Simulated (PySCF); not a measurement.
Si(Br)2(OH)2 (Br2H2O2Si), SMILES Br[Si](O)(Br)O. Geometry optimised at B3LYP-D3(BJ)/def2-SVP. The values are those of a single conformer.

Method: PySCF 2.14.0 with B3LYP-D3(BJ)/def2-SVP.

Harmonic wavenumbers (cm⁻¹): 101, 141, 172, 232, 237, 251, 275, 413, 493, 779, 830, 880, 978, 3853, 3856. Rotational constants (GHz): 2.327, 0.8346, 0.7325; symmetry number 2.

Q: Work out the zero-point energy and the ideal-gas rigid-rotor harmonic-oscillator thermochemistry at 298.15 K and 1 atm.

A: ZPE = ½ Σ hcν = ½ × 13491 cm⁻¹ = 19.29 kcal/mol. H − E(el) = 24.63 kcal/mol. Entropy in cal/(mol K): translation 42.09, rotation 28.43, vibration 17.87, total 88.39. G − E(el) = -1.73 kcal/mol. Cp = 25.67 cal/(mol K). Modes under 150 cm⁻¹ make the vibrational entropy uncertain.
